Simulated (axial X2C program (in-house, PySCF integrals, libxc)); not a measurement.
## Which molecule has these constants?

Computed with an in-house relativistic program for diatomic molecules, spin-free (one-electron X2C) or two-component (2c: spin–orbit coupling with atomic mean-field Coulomb and Gaunt terms, which also bring small scalar terms), in Dyall basis sets with cores contracted in-house; open shells are unrestricted.

A two-component PBE0 calculation in a Dyall 3-zeta basis gave Re = 2.181 Å, ωe = 402.4 cm⁻¹, Ω = 3/2.

Question: Which molecule is it?
A. N₂⁺
B. As₂⁺
C. P₂⁺

Answer: B. The others have P₂⁺ 1.975 Å and 720.6 cm⁻¹ (Ω = 3/2); N₂⁺ 1.102 Å and 2366.6 cm⁻¹ (Ω = 1/2).

Each entry is the lowest single determinant of a limited PBE0 search at one distance. De goes to single-determinant-based atoms at the same level (for ions the charge split of lowest energy) and is withheld (n/a) where an atom does not fit its ground term or J level. Main or longest-lived isotopes. One determinant is a doubtful description, or other states lie close, for P₂⁺; these need not be ground states, and all values refer to the states named. Some light 2c atoms are not at their ground J level, so De misses part of their lowering (0.04 eV or less). The functionals have no current term, which raises determinants with orbital currents.
